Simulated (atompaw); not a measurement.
**PBE PAW (atompaw) dataset for iron, scalar-relativistic all-electron reference.**

```
Element                 : iron (Fe)
Generator               : atompaw 4.2.0.5
Type                    : PAW
Functional              : PBE
Relativity              : scalar-relativistic
Frozen core             : [Ar]
Valence charge          : 8
Reference configuration : 3d6 4s2 4p0
Partial waves           : 4s (bound): rc 2.20 bohr; 4s channel at 0.05 Ry: rc 3.00 bohr; 4p (bound, empty): rc 3.00 bohr; 4p channel at 0.85 Ry: rc 3.00 bohr; 3d (bound): rc 1.55 bohr; 3d channel at 2.6 Ry: rc 1.55 bohr
Local potential         : troulliermartins scheme with l = 3 at 0.5 Ry, radius 2.40 bohr
Core correction         : smooth core density matched at 2.50 bohr
Augmentation charge     : besselshape compensation charge, radius 2.60 bohr; PAW radius 3.00 bohr; waves and projectors: custom rrkj gramschmidtortho
```

Poles of the logarithmic derivatives, all-electron (AE) and pseudo (PS). s: poles at 0.6 (AE) and 0.6, 1.6 (PS) Ry. p: poles at 1.4 (AE) and 1.4, 4.9 (PS) Ry. d: poles at -0.5, 2.9 (AE) and -0.5, 2.9 (PS) Ry. Test radius 3.02 bohr.

- Cutoffs needed: 45 Ry and 70 Ry (the cutoffs (Ry, on a coarse ladder) from which the occupation-weighted sum of valence levels, in a spherical-Bessel basis at the reference potential, stays within 10 and 1 mRy of its value at 400 Ry)
- Ghost test: no extra level below or beside the all-electron valence levels (s, p, d, f tested) (spherical-Bessel basis up to 400 Ry, 20 bohr box)
- Lowest eigenvalue of the overlap operator: 0.03 (s channel)
- Overlap eigenvalues printed by atompaw (projector basis): 0.0234, 0.0329, 0.134, 0.248, 4.75, 7.84
- Share of each valence orbital outside the PAW sphere: 4s 42 %, 4p 75 %, 3d 2 %
